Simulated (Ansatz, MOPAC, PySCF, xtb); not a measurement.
Spectroscopic constants of GeO, closed-shell singlet (the spin of the measured ground state). No spin–orbit coupling. Ge is treated without relativity.

Constants: fifth-degree fit in 1/R to seven points, most abundant isotopes. In def2 and cc sets the state is the lowest found near the PBE0 minimum, followed along R. The singlet is held restricted. HF and MP2 rows in def2 and cc sets belong to the determinant that coupled cluster picked by its CCSD energy.

Run with Ansatz (a program for electronic structure); MOPAC for AM1, PM3, PM6, PM7 (differences of heats of formation); PySCF for 3-21G rows, LANL2DZ rows; xtb for the GFN methods. Values without a source in brackets are computed.

```
level                                r_e (Å)  ω_e (cm⁻¹)  B_e (cm⁻¹)  α_e (cm⁻¹)  D_e (eV)  dipole (D)
-----------------------------------  -------  ----------  ----------  ----------  --------  ----------
AM1                                    1.623         938       0.487     0.00075         -           -
PM3                                    1.637         950       0.478    -0.00017         -           -
PM6                                    1.590         934       0.507      0.0015         -           -
PM7                                    1.563         839       0.525      0.0017         -           -
GFN1-xTB                               1.607         932       0.497      0.0042         -           -
GFN2-xTB                               1.576         962       0.516      0.0043         -           -
HF/3-21G                               1.602        1164       0.499      0.0021         -        3.24
HF/def2-TZVPP                          1.594        1138       0.505      0.0024         -           -
HF/def2-QZVPP                          1.590        1141       0.507      0.0025         -           -
SVWN5/def2-TZVPP                       1.628         992       0.484      0.0028      8.50        3.12
PBE/def2-TZVPP                         1.647         956       0.472      0.0028      7.33        3.12
BP86/LANL2DZ                           1.681         858       0.454      0.0027         -        3.37
r2SCAN/def2-TZVPP                      1.629        1006       0.483      0.0028      6.90        3.15
B97M-V/def2-TZVPP                      1.625        1014       0.486      0.0028      6.90        3.20
B3LYP/LANL2DZ                          1.658         907       0.466      0.0026         -        3.69
PBE0/def2-TZVPP                        1.623        1027       0.487      0.0027      6.60        3.37
BHLYP/def2-TZVPP                       1.609        1073       0.495      0.0026      5.94        3.69
CAM-B3LYP/def2-TZVPP                   1.618        1043       0.490      0.0026      6.78        3.52
wB97X-V/def2-TZVPP                     1.617        1054       0.490      0.0025      6.87        3.47
wB97M-V/def2-TZVPP                     1.620        1045       0.489      0.0026      6.79        3.51
B2PLYP/def2-TZVPP                      1.642         958       0.475      0.0030      6.99           -
MP2/def2-TZVPP                         1.643         957       0.475      0.0029         -           -
MP2/def2-QZVPP                         1.635         966       0.480      0.0030         -           -
MP2/CBS(def2-TZVPP, def2-QZVPP)        1.631         972       0.482      0.0030         -           -
SCS-MP2/def2-TZVPP                     1.640         971       0.477      0.0029         -           -
SCS-MP2/def2-QZVPP                     1.632         979       0.481      0.0030         -           -
CCSD/def2-QZVPP                        1.614        1048       0.492      0.0027      6.49           -
CCSD(T)/def2-TZVPP                     1.636         981       0.479      0.0029      6.71           -
CCSD(T)/def2-QZVPP                     1.628         994       0.484      0.0030      6.93           -
CCSD(T)/CBS(def2-TZVPP, def2-QZVPP)    1.625        1001       0.486      0.0030      7.07           -
```

D_e counts from each atom's lowest state at the same level, without counterpoise or zero-point energy.

Correlated levels freeze the inner cores; with def2 sets outer-core shells near the valence are correlated too. CBS: X⁻³ extrapolation of the correlation energy, Hartree–Fock from the larger set. Rows in 3-21G, LANL2DZ carry no dispersion term and start afresh at each structure; the Pople sets are all-electron and without relativity. LANL2DZ brings its own core potentials from Na on. The state that AM1, PM3, PM6, PM7 reach isn't checked; PM7 holds dispersion and hydrogen-bond terms.

Measured for the ground state: r_e 1.6246 Å [microwave values compiled in ACS Omega 2, 8373 (2017)]. ω_e 985.5 cm-1, ω_e x_e 4.29 cm-1, B_e 0.4857 cm-1, α_e 0.0030756 cm-1 [Huber and Herzberg (1979), NIST Chemistry WebBook]. D_0 6.776 ± 0.048 eV (a handbook's tabulated 298 K bond energy less 3RT/2; such tables hold older values) [Luo, bond dissociation energies, CRC Handbook]. dipole 3.2824 D [compilation of Liu, Meijer and Pérez-Ríos].
